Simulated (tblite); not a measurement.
C4H11N3P2.
Cartesian coordinates in Å at the GFN2-xTB level; atoms count from 1:
```
atom  x, y, z in Å
C1     1.845    1.460   -0.948
N2     1.064    0.349   -0.483
C3     1.613   -0.775    0.136
C4     0.674   -1.634    0.537
N5    -0.611   -1.183    0.242
C6    -1.812   -1.861    0.640
P7    -0.633    0.421   -0.323
N8    -1.549    0.887   -1.486
P9    -1.291    1.695    1.346
H10    2.361    1.977   -0.131
H11    1.164    2.162   -1.436
H12    2.589    1.129   -1.677
H13    2.679   -0.872    0.215
H14    0.810   -2.584    1.018
H15   -1.893   -1.948    1.729
H16   -2.656   -1.273    0.272
H17   -1.860   -2.862    0.201
H18   -1.445    0.394   -2.362
H19   -0.017    1.701    1.918
H20   -1.039    2.826    0.588
```

Computed values, GFN2-xTB/tblite, gas phase, harmonic and unscaled. Errors from tens to a few hundred cm⁻¹ against measured bands are possible. Modes of hydrogen on phosphorus can be 10 to 20 % off. One conformer, not necessarily the lowest.

Harmonic wavenumbers (cm⁻¹): 68.9, 79.5, 83.9, 99.6, 134.0, 168.6, 174.2, 192.8, 199.6, 233.7, 269.7, 364.5, 415.7, 472.0, 474.4, 485.7, 637.0, 653.7, 680.6, 715.3, 723.8, 741.1, 744.2, 883.6, 987.4, 1000.6, 1089.1, 1099.5, 1105.9, 1109.1, 1181.8, 1194.7, 1206.1, 1238.9, 1321.5, 1328.8, 1410.5, 1410.9, 1466.5, 1469.2, 1485.8, 1490.5, 1657.3, 2250.5, 2364.3, 2910.7, 2926.1, 2958.5, 2963.9, 2978.6, 2982.9, 3139.4, 3153.8, 3393.0.

A = 1341, B = 1281, C = 915.5 MHz; mass 163.043 u (most abundant isotopes); point group C1, symmetry number 1.

Question: Zero-point energy?

Answer: ½Σν̃ = 32986 cm⁻¹ = 94.31 kcal/mol.

Question: Entropy at 400 K, 1 bar (ideal gas, RRHO, classical rotation)?

Answer: Translation 42.66, rotation 30.58, vibration 50.53: S = 123.8 cal/(mol K).

Question: And Cp and H(400 K) − H(0)?

Answer: Cp = 55.39 cal/(mol K), of which vibrations give 47.44 (their classical limit is 54 R = 107.3); H(400 K) − H(0) = 13.53 kcal/mol without the zero-point energy, 10.35 from vibrations.

Question: Blend soft modes into free rotors: weight 1/[1 + (100 cm⁻¹/ν̃)⁴] for the oscillator and the rest for a rotor with moment μB/(μ + B), μ = h/(8π²ν), B = 10⁻⁴⁴ kg m². What vibrational entropy results?

Answer: 47.33 cal/(mol K) in place of 50.53, which changes −T·S at 400 K by +1.28 kcal/mol.

Question: Which modes carry the vibrational entropy at 400 K?

Answer: 68.9 cm⁻¹: 4.76; 79.5 cm⁻¹: 4.48; 83.9 cm⁻¹: 4.38; 99.6 cm⁻¹: 4.04; 134.0 cm⁻¹: 3.46; 168.6 cm⁻¹: 3.01 cal/(mol K); the other 48 give 26.40 together.

Question: How do the functions run with temperature in this model?

Answer: 
```csv
T (K),S (cal/(mol K)),Cp (cal/(mol K)),H − H(0) (kcal/mol),G − H(0) (kcal/mol),ln q(vib)
150,83.8,29.5,2.82,-9.76,3.80
250,101.4,40.4,6.31,-19.05,7.37
298.15,109.0,45.4,8.38,-24.12,9.02
600,149.3,70.6,26.22,-63.36,18.66
900,180.9,85.1,49.75,-113.06,27.11
```

q(vib) and H(0) count from the zero-point level.

Hindered rotation and anharmonicity are outside this model. Other conformers, if any are populated, would add a mixing term that is left out. The structure is chiral; the term R ln 2 for an equal mix with its mirror image is left out.
